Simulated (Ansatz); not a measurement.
Zr2Se4⁺, relaxed as a doublet with UKS r2SCAN-D4/def2-SVP in Ansatz, starting from the GFN2-xTB geometry. Force threshold 0.02 eV/Å.

In the def2 sets Zr takes a core potential; there is no spin–orbit coupling. The structure comes from a short search, and lower isomers may exist.

Start:

```xyz
6

Zr   -1.366    0.447    0.007
Zr    1.738   -1.032   -0.274
Se    0.195   -0.684    1.842
Se    0.084   -2.479   -1.388
Se   -1.427    2.602    1.222
Se    0.775    1.147   -1.409
```

```csv
step,energy (eV),largest force component (eV/Å),SCF passes
1,-263927.8704,2.470,45
2,-263928.1613,2.077,33
3,-263928.3698,0.275,33
4,-263928.3827,0.128,28
5,-263928.4274,0.545,36
6,-263928.4603,0.538,34
7,-263928.4755,0.246,33
8,-263928.4790,0.170,35
9,-263928.4815,0.127,33
10,-263928.4828,0.059,29
11,-263928.4831,0.007,30
```

Force components are those of the run's own axes.

End:

```
atom   x (Å)   y (Å)   z (Å)
 Zr1  -1.080   0.376   0.020
 Zr2   1.648  -1.106  -0.332
 Se3   0.501  -0.626   1.851
 Se4  -0.311  -2.172  -1.284
 Se5  -1.816   2.384   1.025
 Se6   1.058   1.145  -1.280
```

By distances, no bond broke or formed. The bond that changes most is Zr1–Se4, from 3.55 to 2.96 Å (atoms count from 1).

No frequencies were taken in this run, so the end may be a saddle point.

It took 2.3 min on 4 threads of Intel Xeon on a shared host.
